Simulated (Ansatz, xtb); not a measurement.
**GaH6OSn+: which of two structures lies lower**

Structure a: a singlet given by its coordinates. Structure b: a singlet given by its coordinates. Both are gas-phase species (loosely bound parts included), relaxed with PBE0-D3(BJ)/def2-SVP.

a (Å):

```xyz
9

Ga    0.4243   -1.4801   -0.4588
O    -0.2866   -2.3326   -2.1846
Sn    0.8594    1.0793   -0.9434
H    -0.4429   -1.8958   -3.0357
H    -0.5244   -3.2695   -2.2694
H     0.3828   -2.7866    0.3916
H     0.4181    1.2742   -2.5781
H    -0.1561    1.9137    0.1325
H     2.5187    1.3084   -0.6614
```

Close contacts (Å): Ga1–O2 2.05, Ga1–Sn3 2.64, Ga1–H6 1.56, O2–H4 0.97, O2–H5 0.97, Sn3–H7 1.70, Sn3–H8 1.70, Sn3–H9 1.70.

b (Å):

```
atom    x (Å)    y (Å)    z (Å)
  Ga  -1.0276  -0.9932  -2.9833
   O  -0.3048  -0.8476  -1.2297
  Sn   0.8218   0.7761  -0.2372
   H  -0.6258   0.3032  -3.7182
   H   2.7414  -0.7991  -0.1654
   H  -1.7716  -2.3371  -3.1183
   H  -0.4870  -1.6020  -0.6493
   H   0.7947  -0.2523   1.2078
   H   2.9294  -0.3641  -0.7771
```

Close contacts (Å): Ga1–O2 1.90, O2–Sn3 2.21, Ga1–H4 1.54, Ga1–H6 1.54, O2–H7 0.97, Sn3–H8 1.77, Sn3–H9 2.46, H5–H9 0.77.

Question: Which of the two would you expect CCSD(T)/def2-TZVP electronic energies to favour?

Answer: Too close to call at this level: CCSD(T)/def2-TZVP gives E(b) − E(a) = +0.44 kJ/mol.

Level by level:

| level | geometry | E(b) − E(a) (kJ/mol) | departure from the last row (kJ/mol) | job, with rough time for the two |
| --- | --- | --- | --- | --- |
| PBE0-D3(BJ)/def2-SVP | PBE0-D3(BJ)/def2-SVP | +19.63 | +19.19 | optimisation, 6.4 min |
| HF/def2-TZVP | PBE0-D3(BJ)/def2-SVP | +11.77 | +11.33 | part of the CCSD(T) run |
| MP2/def2-TZVP | PBE0-D3(BJ)/def2-SVP | −10.04 | −10.48 | part of the CCSD(T) run |
| CCSD(T)/def2-TZVP | PBE0-D3(BJ)/def2-SVP | +0.44 |  | single point, 1.9 min |

The largest departure from CCSD(T)/def2-TZVP is that of PBE0-D3(BJ)/def2-SVP, 19.19 kJ/mol. Levels run at GFN2-xTB geometries aren't shown.

With harmonic frequencies from PBE0-D3(BJ)/def2-SVP (ideal gas, rigid rotor, one conformer each, 200 K, 1 atm): on the last row, ΔE + ΔZPE = −10.77 kJ/mol. A mode under 50 cm⁻¹ makes harmonic enthalpies and free energies unreliable, so none is given.

The correlated steps freeze 14 core orbitals; the filled d shell of Ga and Sn is correlated, in a basis made for valence electrons. Atoms past krypton carry core potentials in the def2 sets and no spin–orbit term is included. Programs: Ansatz 0.2.0; the last row on 2 threads of Intel(R) Xeon(R) Platinum 8259CL CPU @ 2.50GHz (Skylake/Cascade Lake) on a shared host.
